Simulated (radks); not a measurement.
Question: Species: Zr+. Configuration: [Kr] 4d2.5 5p0.5 (fractional occupations, a model configuration). Method: Dirac Kohn-Sham, PBE, spin-unpolarised, spherical densities, finite nucleus; open shells fill j = l - 1/2 first; Fermi nuclear charge, rms radius 4.2694 fm; computed with a radial shooting solver on a logarithmic mesh with Libxc functionals.

Spin-orbit splittings of the eigenvalues, e(l+1/2) - e(l-1/2), with zeta = 2 splitting/(2l+1) and mean radii in bohr:

shell  occ.  splitting (eV)  zeta (eV)  <r> j=l-1/2  <r> j=l+1/2
2p        6           85.86      57.24       0.1387       0.1430
3p        6           13.67      9.112       0.4549       0.4654
3d       10           2.496     0.9986       0.4505       0.4540
4p        6           1.756      1.171        1.353        1.384
4d      2.5          0.1345    0.05379        2.175        2.196
5p      0.5               ?          ?        4.350        4.434

Estimate the 5p splitting.

Answer: 0.1481 eV (zeta = 0.09871 eV).
